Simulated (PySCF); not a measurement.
**How methods differ on the ionisation energy of Nb²⁺**

Nb²⁺ [Kr] 4d3 (4F) → Nb³⁺ [Kr] 4d2 (3F), as a difference of total energies. All numbers are calculated (PySCF 2.14, a scalar-relativistic core potential, in def2-TZVPPD with the def2 core potential (28 electrons)). Correlated levels: valence: 4s2 4p6 frozen. The calculations carry no spin-orbit coupling.

```tsv
method	ionisation energy (eV)	difference from reference (eV)
UHF	24.236	-0.804
MP2 (valence)	24.536	-0.504
SCS-MP2 (valence)	24.336	-0.704
CCSD (valence)	24.600	-0.440
CCSD(T) (valence)	24.602	-0.438
```

Reference: 25.04 eV (semi-empirical (NIST evaluation); NIST Atomic Spectra Database, ionization energies).

The reference lies between the lowest fine-structure levels, while these numbers refer to the centres of the terms.

Errors of the correlated levels include the incompleteness of this basis and the frozen core.
